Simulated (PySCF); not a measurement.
Harmonic spectrum computed at PBE0 in the def2-TZVP basis family (core potentials from Rb on, PySCF, no spin–orbit coupling):

```tsv
symmetry	ω (cm⁻¹)	IR (km/mol)
a'	128	9.7
a''	262	77.7
a'	535	29.8
a'	566	109
a'	773	86.7
a'	3868	70.0
```

Q: Which molecule gave it? In each, all ligands are bound to the one heavy central atom.
A. SnF(OH) (singlet)
B. AsF(OH) (doublet)
C. InF(OH) (doublet)
D. CuF(OH) (doublet)

A: C. It has Cs symmetry with In–F 1.961 Å, In–O 2.006 Å, O–H 0.962 Å.
